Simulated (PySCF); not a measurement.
**Spin-rotation constants: `InChI=1S/C5H8O2/c1-7-5-3-2-4(5)6/h2-6H,1H3/t4-,5-/m1/s1`**

Geometry:
```json
{"atom": "C1", "x (Å)": "0.340", "y (Å)": "1.547", "z (Å)": "1.514"}
{"atom": "O2", "x (Å)": "-0.362", "y (Å)": "0.334", "z (Å)": "1.412"}
{"atom": "C3", "x (Å)": "-0.204", "y (Å)": "-0.436", "z (Å)": "0.246"}
{"atom": "C4", "x (Å)": "0.688", "y (Å)": "-1.660", "z (Å)": "0.336"}
{"atom": "C5", "x (Å)": "1.407", "y (Å)": "-1.340", "z (Å)": "-0.733"}
{"atom": "C6", "x (Å)": "0.714", "y (Å)": "-0.012", "z (Å)": "-0.946"}
{"atom": "O7", "x (Å)": "0.010", "y (Å)": "0.189", "z (Å)": "-2.142"}
{"atom": "H8", "x (Å)": "1.426", "y (Å)": "1.397", "z (Å)": "1.518"}
{"atom": "H9", "x (Å)": "0.039", "y (Å)": "1.971", "z (Å)": "2.471"}
{"atom": "H10", "x (Å)": "0.068", "y (Å)": "2.242", "z (Å)": "0.712"}
{"atom": "H11", "x (Å)": "-1.205", "y (Å)": "-0.680", "z (Å)": "-0.124"}
{"atom": "H12", "x (Å)": "0.699", "y (Å)": "-2.471", "z (Å)": "1.039"}
{"atom": "H13", "x (Å)": "2.191", "y (Å)": "-1.820", "z (Å)": "-1.290"}
{"atom": "H14", "x (Å)": "1.361", "y (Å)": "0.848", "z (Å)": "-0.731"}
{"atom": "H15", "x (Å)": "0.622", "y (Å)": "0.109", "z (Å)": "-2.882"}
```

Theory: PySCF 2.14.0, GIAO B97-2/pcSseg-1 magnetisability, rotational g tensor and spin-rotation constants, non-relativistic, gas phase. Geometry: GFN2-xTB, dihedral held. The dihedral C6–C3–O2–C1 is held at 0°.

Problem. Give the nuclear spin-rotation constants along the inertial axes (H = +C I·J) beside the isotropic shieldings.

Solution. Rotational constants 4.1713, 2.2373, 1.7394 GHz. A star marks the isotopologue with that one atom substituted, in its own axes.
```csv
atom,isotope,Caa (kHz),Cbb (kHz),Ccc (kHz),mean (kHz),σ (ppm)
H8,1H,-0.339,-0.198,0.024,-0.171,28.3
H9,1H,0.258,-0.237,-0.187,-0.055,28.0
H10,1H,-0.318,0.073,-0.194,-0.146,28.3
H11,1H,-0.477,-0.201,0.126,-0.184,27.1
H12,1H,-0.428,0.228,-0.188,-0.129,25.3
H13,1H,0.087,-0.171,-0.101,-0.061,25.4
H14,1H,-0.297,-0.145,0.017,-0.142,26.6
H15,1H,-0.102,-0.270,-0.178,-0.183,31.1
C1,13C*,0.904,0.430,0.321,0.552,130.2
O2,17O*,-0.210,-0.158,-0.171,-0.180,307.5
C3,13C*,0.886,0.588,0.440,0.638,102.1
C4,13C*,1.135,1.120,0.421,0.892,39.3
C5,13C*,1.309,0.989,0.416,0.905,43.2
C6,13C*,0.930,0.520,0.384,0.611,113.2
O7,17O*,-0.387,-0.227,-0.195,-0.270,271.3
```
For the geometry as given, no vibrational averaging.
